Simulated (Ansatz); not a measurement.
A structure relaxed at PBE/def2-SVP in Ansatz, charge 1, singlet:

```xyz
5

Na    3.883   -0.659   -1.214
Na   -1.810    0.438    3.678
Na   -3.857    0.772    1.197
Na    1.782   -0.529   -3.669
K     0.002   -0.022    0.008
```

Q: Give its formula.

A: KNa4⁺.

Q: Summarise the bond lengths by kind (pairs closer than 1.2 times the sum of covalent radii, bridged metal pairs left out).

A: 4 × K–Na 4.11 to 4.12 Å; 2 × Na–Na 3.23 Å.

The restricted singlet is unstable towards broken spin symmetry in Hartree–Fock (as tested in another run); at PBE/def2-SVP this wasn't settled. Another isomer (singlet) lies 0.09 eV lower at PBE0/def2-TZVP; other spin states weren't run for this one.
